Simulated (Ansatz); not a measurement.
Input file for `[NH2][Mg][N]([SiH3])[SiH3]`:

```yaml
crystal:
  periodic: [false, false, false]
  atoms:
    - {symbol: N, position_ang: [-0.568782, 2.950694, -1.223287]}
    - {symbol: Mg, position_ang: [-0.239696, 1.244117, -0.515540]}
    - {symbol: N, position_ang: [0.098505, -0.506188, 0.210826]}
    - {symbol: Si, position_ang: [0.612233, -0.573304, 1.837099]}
    - {symbol: Si, position_ang: [-0.146536, -1.827475, -0.841428]}
    - {symbol: H, position_ang: [-0.520380, 3.824994, -0.722735]}
    - {symbol: H, position_ang: [-0.826790, 3.163704, -2.174788]}
    - {symbol: H, position_ang: [1.968213, -1.168015, 2.017887]}
    - {symbol: H, position_ang: [-0.319046, -1.317172, 2.734020]}
    - {symbol: H, position_ang: [0.676133, 0.841238, 2.335917]}
    - {symbol: H, position_ang: [-0.592374, -1.261733, -2.158754]}
    - {symbol: H, position_ang: [-1.204908, -2.774646, -0.385673]}
    - {symbol: H, position_ang: [1.083728, -2.630816, -1.098641]}
basis:
  gaussian: {orbitals: def2-SVP}
correlation: {method: ccsd_t}
```

```sh
$ ansatz run in.yaml --threads 2 --pin off --events-out ev --progress --plain --max-ram 32768MiB --backend cpu
```

The program prints (abridged):

```
Functional definition: HF
1173 factors; integrals over basis functions are off by at most 1.1e-3 eV
mean field evaluation 1: about -24233.6830 eV, gradient 4.9e1 eV
mean field evaluation 2: about -24233.7012 eV, gradient 4.9e1 eV
mean field evaluation 4: about -24239.2450 eV, gradient 3.7e0 eV
mean field evaluation 8: about -24239.3051 eV, gradient 8.0e-2 eV
mean field evaluation 16: about -24239.2732 eV, gradient 1.2e0 eV
mean field -24239.30512224 eV, -890.7780332511 hartree, gradient 7.5e-7 eV, S^2 0.000000; 0 other end points of the search recorded, 0 dependent functions left out
13 core orbitals not correlated: weight in the atoms' cores, before any rotation towards them, 1.000 or more for the frozen orbitals, at most 0.000 for the correlated occupied ones
reference -24239.30512224 eV, -890.7780332511 hartree; 18, 18 occupied and 91, 91 virtual orbitals, 1173 factors
second order -15.91806326 eV of doubles, -0.00000000 eV of singles
cycle   1  -16.85672433 eV  change   -9.4e-1 eV  update   1.0e-1
cycle   2  -17.39932843 eV  change   -5.4e-1 eV  update   3.1e-2
cycle   3  -17.51496567 eV  change   -1.2e-1 eV  update   1.6e-2
cycle   4  -17.50835938 eV  change    6.6e-3 eV  update   4.0e-3
cycle   5  -17.50741160 eV  change    9.5e-4 eV  update   1.7e-3
cycle   6  -17.50742787 eV  change   -1.6e-5 eV  update   4.7e-4
cycle   7  -17.50721609 eV  change    2.1e-4 eV  update   1.9e-4
cycle   8  -17.50722428 eV  change   -8.2e-6 eV  update   5.6e-5
cycle   9  -17.50723355 eV  change   -9.3e-6 eV  update   2.0e-5
perturbative correction -0.46470657 eV, -0.0170776515 hartree
Total energy: -24257.27706235 eV, -891.4384898686 hartree
```

Run time 29 s (2 threads of a server CPU on a shared host); peak host memory 0.73 GiB.

Correlation energy per correlated electron: -0.499 eV. T1 diagnostic: 0.0117.
